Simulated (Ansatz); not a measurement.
Ansatz (a program for electronic structure) input file for WO2Cl, SMILES [O]=[W+]([Cl])=[O], charge +1, multiplicity 1, PBE0-D3(BJ)/def2-SVP. 

Ansatz 0.2 input:
```yaml
crystal:
  periodic: [false, false, false]
  atoms:
    - {symbol: W, position_ang: [0.25689089, 0.16169371, -0.00000000]}
    - {symbol: O, position_ang: [0.84139963, -0.58897118, 1.41678292]}
    - {symbol: O, position_ang: [0.84139962, -0.58897118, -1.41678293]}
    - {symbol: Cl, position_ang: [-1.91013647, -0.14951739, 0.00000001]}
basis:
  gaussian:
    orbitals: def2-SVP
hamiltonian:
  xc: pbe0
  dispersion: d3bj
total_charge: 1
relax: {f_tol: 0.002, max_steps: 200}
```

Program output:

```
WARN ansatz: RAYON_NUM_THREADS=1 ignored (pool sized by the plan → 1); use --threads N
Functional definition: PBE0
integrals: 0.03 GiB planned
794 factors; integrals over basis functions are off by at most 2.3e-4 eV
mean field: 0.26 GiB planned
mean field evaluation 1: about -18392.4229 eV, gradient 1.2e2 eV
mean field evaluation 2: about -18039.2514 eV, gradient 3.4e2 eV
mean field evaluation 4: about -18419.2488 eV, gradient 1.5e1 eV
mean field evaluation 8: about -18419.6901 eV, gradient 3.5e-1 eV
mean field evaluation 16: about -18419.7476 eV, gradient 6.3e-4 eV
mean field -18419.74758705 eV, -676.9132384708 hartree, gradient 2.0e-5 eV, S^2 0.000000; 0 other end points of the search recorded, 0 dependent functions left out
the calculation of the forces begins
reference -18419.74763029 eV, -676.9132400599 hartree; 23, 23 occupied and 55, 55 virtual orbitals, 794 factors
relax step   1: F+E_penalty+E_count = -18419.83763190 eV  Δ(F+E_penalty+E_count) = +0.000e0 eV  max|allowed force component| = 2.075e0 eV/Å  Δτ_max = 0.0000 Å  (34 SCF iters, accepted)
these checks for a lower state are left out or cut short: starts, cluster_reference, orbital_swaps, neighbouring_geometries, increment
integrals: 0.03 GiB planned
794 factors; integrals over basis functions are off by at most 1.7e-4 eV
mean field: 0.26 GiB planned
mean field -18419.85012269 eV, -676.9170065859 hartree, gradient 1.5e-5 eV, S^2 0.000000; 0 other end points of the search recorded, 0 dependent functions left out
the calculation of the forces begins
reference -18419.85016576 eV, -676.9170081687 hartree; 23, 23 occupied and 55, 55 virtual orbitals, 794 factors
relax step   2: F+E_penalty+E_count = -18419.94164452 eV  Δ(F+E_penalty+E_count) = -1.040e-1 eV  max|allowed force component| = 2.808e0 eV/Å  Δτ_max = 0.1536 Å  (39 SCF iters, accepted)
these checks for a lower state are left out or cut short: starts, cluster_reference, orbital_swaps, neighbouring_geometries, increment
integrals: 0.03 GiB planned
794 factors; integrals over basis functions are off by at most 2.0e-4 eV
mean field: 0.26 GiB planned
mean field evaluation 32: about -18419.8263 eV, gradient 1.6e0 eV
mean field -18419.92636794 eV, -676.9198085473 hartree, gradient 7.9e-6 eV, S^2 0.000000; 0 other end points of the search recorded, 0 dependent functions left out
the calculation of the forces begins
reference -18419.92641131 eV, -676.9198101409 hartree; 23, 23 occupied and 55, 55 virtual orbitals, 794 factors
relax step   3: F+E_penalty+E_count = -18420.01698066 eV  Δ(F+E_penalty+E_count) = -7.534e-2 eV  max|allowed force component| = 1.460e0 eV/Å  Δτ_max = 0.0822 Å  (40 SCF iters, accepted)
these checks for a lower state are left out or cut short: starts, cluster_reference, orbital_swaps, neighbouring_geometries, increment
integrals: 0.03 GiB planned
794 factors; integrals over basis functions are off by at most 2.0e-4 eV
mean field: 0.26 GiB planned
mean field -18419.95963650 eV, -676.9210311444 hartree, gradient 1.0e-5 eV, S^2 0.000000; 0 other end points of the search recorded, 0 dependent functions left out
the calculation of the forces begins
reference -18419.95967981 eV, -676.9210327358 hartree; 23, 23 occupied and 55, 55 virtual orbitals, 794 factors
relax step   4: F+E_penalty+E_count = -18420.05047345 eV  Δ(F+E_penalty+E_count) = -3.349e-2 eV  max|allowed force component| = 3.927e-1 eV/Å  Δτ_max = 0.0241 Å  (35 SCF iters, accepted)
these checks for a lower state are left out or cut short: starts, cluster_reference, orbital_swaps, neighbouring_geometries, increment
integrals: 0.03 GiB planned
794 factors; integrals over basis functions are off by at most 1.9e-4 eV
mean field: 0.26 GiB planned
mean field -18419.96124842 eV, -676.9210903812 hartree, gradient 1.1e-5 eV, S^2 0.000000; 0 other end points of the search recorded, 0 dependent functions left out
the calculation of the forces begins
reference -18419.96129172 eV, -676.9210919725 hartree; 23, 23 occupied and 55, 55 virtual orbitals, 794 factors
relax step   5: F+E_penalty+E_count = -18420.05206135 eV  Δ(F+E_penalty+E_count) = -1.588e-3 eV  max|allowed force component| = 1.342e-2 eV/Å  Δτ_max = 0.0048 Å  (37 SCF iters, accepted)
these checks for a lower state are left out or cut short: starts, cluster_reference, orbital_swaps, neighbouring_geometries, increment
integrals: 0.03 GiB planned
794 factors; integrals over basis functions are off by at most 1.9e-4 eV
mean field: 0.26 GiB planned
mean field -18419.96128327 eV, -676.9210916619 hartree, gradient 1.5e-5 eV, S^2 0.000000; 0 other end points of the search recorded, 0 dependent functions left out
the calculation of the forces begins
reference -18419.96132656 eV, -676.9210932530 hartree; 23, 23 occupied and 55, 55 virtual orbitals, 794 factors
relax step   6: F+E_penalty+E_count = -18420.05208180 eV  Δ(F+E_penalty+E_count) = -2.044e-5 eV  max|allowed force component| = 3.472e-3 eV/Å  Δτ_max = 0.0013 Å  (28 SCF iters, accepted)
these checks for a lower state are left out or cut short: starts, cluster_reference, orbital_swaps, neighbouring_geometries, increment
integrals: 0.03 GiB planned
794 factors; integrals over basis functions are off by at most 1.9e-4 eV
mean field: 0.26 GiB planned
mean field evaluation 64: about -18419.9613 eV, gradient 1.6e-1 eV
mean field -18419.96128773 eV, -676.9210918257 hartree, gradient 4.7e-5 eV, S^2 0.000000; 0 other end points of the search recorded, 0 dependent functions left out
the calculation of the forces begins
reference -18419.96133102 eV, -676.9210934169 hartree; 23, 23 occupied and 55, 55 virtual orbitals, 794 factors
relax step   7: F+E_penalty+E_count = -18420.05208277 eV  Δ(F+E_penalty+E_count) = -9.756e-7 eV  max|allowed force component| = 1.582e-4 eV/Å  Δτ_max = 0.0003 Å  (24 SCF iters, accepted)
integrals: 0.03 GiB planned
794 factors; integrals over basis functions are off by at most 1.9e-4 eV
mean field: 0.26 GiB planned
mean field -18419.96128773 eV, -676.9210918257 hartree, gradient 4.7e-5 eV, S^2 0.000000; 1 other end points of the search recorded, 0 dependent functions left out
the calculation of the forces begins
reference -18419.96133102 eV, -676.9210934169 hartree; 23, 23 occupied and 55, 55 virtual orbitals, 794 factors
Total energy: -18420.05212607 eV, -676.9244300732 hartree
Atom 0 at     0.256934     0.237122     0.000000 Å, force    -0.000158     0.000040    -0.000000 eV/Å
Atom 1 at     0.842375    -0.618198     1.308662 Å, force     0.000034    -0.000038    -0.000029 eV/Å
Atom 2 at     0.842375    -0.618198    -1.308662 Å, force     0.000034    -0.000038     0.000029 eV/Å
Atom 3 at    -1.912131    -0.166493     0.000000 Å, force     0.000090     0.000036     0.000000 eV/Å
Dipole moment:     0.021339     0.968173     0.000000 e Å
```

The run converged.

Cost: very roughly 30 core-seconds.
